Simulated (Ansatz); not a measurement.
`C[SiH2][SbH][SH]` + `[SH][GaH2]` → `C[SiH2][S][GaH2]` + `[SH][SbH2]` at 700 K and 1 bar (cleavage of the Si–Sb bond).

Isolated molecules relaxed with PBE0-D4/def2-TZVP in Ansatz; ΔE leaves out vibrations. CBS: MP2 limit from def2 TZ/QZ plus the TZ coupled-cluster correction, frozen cores. Elements past krypton have def2 core potentials. For Ga, Sb outer-core shells are correlated without core-valence functions, which leaves a few kJ/mol of doubt a bond. Scalar relativity is left out up to krypton. One conformer a species, not always the lowest.

```tsv
species	CCSD(T)/CBS energy (Eh)	H − E (kJ/mol)	S (J/(mol·K))
`C[SiH2][SbH][SH]`	-969.16540	272.1	518.4
`[SH][GaH2]`	-2323.53734	103.2	340.5
`C[SiH2][S][GaH2]`	-2653.11950	269.5	502.5
`[SH][SbH2]`	-639.59431	103.3	354.6
```

H − E and S are ideal-gas, rigid-rotor, harmonic terms from PBE0-D4/def2-TZVP, for one conformer and one mirror image of each species. 1 Eh = 2625.50 kJ/mol, R = 8.31446 J/(mol·K).

Question: By hand: ΔE, ΔH, ΔS and ΔG.

Answer: ΔE = (-2653.11950) + (-639.59431) − (-969.16540) − (-2323.53734) = -0.01107 Eh = -29.1 kJ/mol. Δ(H − E) = 269.5 + 103.3 − 272.1 − 103.2 = -2.5, so ΔH = -31.6 kJ/mol. ΔS = 502.5 + 354.6 − 518.4 − 340.5 = -1.8 J/(mol·K). ΔG = -31.6 − 700 × (-1.8)/1000 = -30.3 kJ/mol.

Question: By hand: the equilibrium constant, and the temperature at which ΔG would vanish if ΔH and ΔS stayed fixed.

Answer: log₁₀ K = −ΔG/(RT ln 10) = 2.3. ΔG = 0 at ΔH/ΔS = 17556 K, far beyond where these terms or the molecules hold.

The number of gas molecules stays the same, so ΔS is small and ΔH decides. A doubt of 5 kJ/mol in ΔE shifts log₁₀ K by 0.4 here. Other conformers and mirror images would add mixing entropy, several J/(mol·K) or more a flexible species. Modes under 60 cm⁻¹, often nearly free rotors, make the harmonic entropy too high. These are equilibria of isolated gas molecules and say nothing of rates. Largest T1 diagnostic: 0.013 (customary marks: 0.02 for closed shells, 0.045 for open ones).
